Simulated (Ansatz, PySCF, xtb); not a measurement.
Pair of molecules: HCl (SMILES Cl) (first 2 atoms) with CH2O2 (SMILES O=CO); geometry from B3LYP-D3(BJ)/def2-TZVP, rigid monomers moved along the line of their centres of mass till H2···O3 is 1.65 Å.
(charge 0, multiplicity 1):
```tsv
atom	x (Å)	y (Å)	z (Å)
Cl	-0.2707	0.3275	-0.0981
H	0.5869	0.0579	0.8584
O	1.1077	-0.1866	2.4005
C	0.2173	-0.0578	3.2066
O	-1.0467	0.2435	2.9341
H	0.3597	-0.1795	4.2860
H	-1.1637	0.3502	1.9683
```

Interaction energies are E(AB) − E(A) − E(B) at the monomers' geometry in the complex; basis-set methods are counterpoise corrected.

Programs: Ansatz (an electronic-structure program); PySCF for the dispersion terms; xtb for the GFN methods. 

### Question
Predict the interaction energy from r2SCAN-D4/def2-TZVPPD.

### Answer
-8.4 kcal/mol

### Question
Predict the interaction energy from GFN1-xTB.

### Answer
-6.3 kcal/mol

### Question
Predict the interaction energy from B3LYP-D3(BJ)/def2-TZVPPD.

### Answer
-7.1 kcal/mol
